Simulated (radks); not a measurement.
The thulium ion Tm17+, configuration [Kr] 4d10 4f6.

Method: scalar-relativistic Kohn-Sham, PBEsol, spin-polarised, spherical densities, finite nucleus; open shells are filled with parallel spins first (spin-orbit coupling, left out, can overturn this in heavy ions); Fermi nuclear charge, rms radius 5.2256 fm; computed with a radial shooting solver on a logarithmic mesh with Libxc functionals.

Energy parts (hartree):
part                       energy
total                 -13460.3470
kinetic                14634.6378
electron-nucleus      -32278.5378
Hartree                 4449.4426
exchange-correlation    -265.8895

Orbitals (lengths in bohr, moments of r in powers of bohr):
| orbital | occ. | eigenvalue (hartree) | <1/r> |
|---|---|---|---|
| 1s up | 1 | -2192.730 | 79.04 |
| 1s down | 1 | -2192.731 | 79.04 |
| 2s up | 1 | -382.6295 | 18.41 |
| 2s down | 1 | -382.6245 | 18.42 |
| 2p up | 3 | -339.7074 | 16.96 |
| 2p down | 3 | -339.7040 | 16.96 |
| 3s up | 1 | -97.91745 | 6.797 |
| 3s down | 1 | -97.76072 | 6.806 |
| 3p up | 3 | -84.91324 | 6.340 |
| 3p down | 3 | -84.75700 | 6.349 |
| 3d up | 5 | -68.82164 | 6.007 |
| 3d down | 5 | -68.70186 | 6.015 |
| 4s up | 1 | -31.05086 | 2.939 |
| 4s down | 1 | -30.76232 | 2.934 |
| 4p up | 3 | -26.66352 | 2.710 |
| 4p down | 3 | -26.38242 | 2.705 |
| 4d up | 5 | -20.83075 | 2.452 |
| 4d down | 5 | -20.55394 | 2.445 |
| 4f up | 6 | -14.31101 | 2.124 |
| 4f down | 0 | -14.02459 | 2.115 |

The highest occupied level is 4f up at -389.42 eV. For comparison, the ionisation energy in NIST's Atomic Spectra Database is 424 eV (theoretical). In exact Kohn-Sham theory the highest level is minus the ionisation energy, but local and semilocal functionals leave it too shallow, through self-interaction and a potential that decays too fast; potentials with the right tail come closer. The electron density at the nucleus is 1e+06 e/bohr^3 (large components only). Summed over all electrons, <r^2> = 8.860 bohr^2, which gives a Langevin (diamagnetic) susceptibility term of -7.02 x 10^-6 cm^3/mol.
